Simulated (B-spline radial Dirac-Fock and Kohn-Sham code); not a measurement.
## X-ray form factors of technetium in several charge states

Calculated with a radial finite-basis atomic code, using Dirac-Fock densities.

Configurations: Tc [Kr] 4d5 5s2; Tc⁺ [Kr] 4d5 5s1; Tc²⁺ [Kr] 4d5; Tc³⁺ [Kr] 4d4; Tc⁴⁺ [Kr] 4d3; Tc⁵⁺ [Kr] 4d2. The first column is f₀ of Tc, the others are differences from it.

| s (Å⁻¹) | Tc | Δ Tc⁺ | Δ Tc²⁺ | Δ Tc³⁺ | Δ Tc⁴⁺ | Δ Tc⁵⁺ |
| --- | --- | --- | --- | --- | --- | --- |
| 0 | 43.000 | -1.000 | -2.000 | -3.000 | -4.000 | -5.000 |
| 0.05 | 41.945 | -0.713 | -1.506 | -2.419 | -3.351 | -4.294 |
| 0.1 | 39.478 | -0.227 | -0.591 | -1.286 | -2.037 | -2.825 |
| 0.15 | 36.652 | +0.037 | +0.007 | -0.426 | -0.944 | -1.523 |
| 0.2 | 33.929 | +0.089 | +0.191 | -0.016 | -0.310 | -0.675 |
| 0.25 | 31.404 | +0.062 | +0.161 | +0.107 | -0.012 | -0.195 |
| 0.3 | 29.104 | +0.025 | +0.077 | +0.107 | +0.099 | +0.048 |
| 0.35 | 27.046 | 0.000 | +0.009 | +0.071 | +0.121 | +0.148 |
| 0.4 | 25.235 | -0.013 | -0.029 | +0.036 | +0.104 | +0.168 |
| 0.45 | 23.660 | -0.016 | -0.041 | +0.011 | +0.076 | +0.146 |
| 0.5 | 22.290 | -0.015 | -0.038 | -0.003 | +0.047 | +0.107 |
| 0.6 | 20.022 | -0.006 | -0.017 | -0.010 | +0.005 | +0.030 |
| 0.7 | 18.152 | +0.001 | +0.001 | -0.007 | -0.014 | -0.017 |
| 0.8 | 16.487 | +0.003 | +0.009 | -0.003 | -0.018 | -0.034 |
| 0.9 | 14.934 | +0.004 | +0.009 | -0.001 | -0.016 | -0.033 |
| 1 | 13.476 | +0.003 | +0.007 | -0.001 | -0.012 | -0.026 |
| 1.1 | 12.126 | +0.001 | +0.003 | -0.001 | -0.008 | -0.018 |
| 1.2 | 10.910 | 0.000 | +0.001 | -0.001 | -0.005 | -0.012 |
| 1.4 | 8.928 | 0.000 | -0.001 | -0.001 | -0.002 | -0.005 |
| 1.6 | 7.529 | 0.000 | -0.001 | -0.001 | -0.001 | -0.002 |
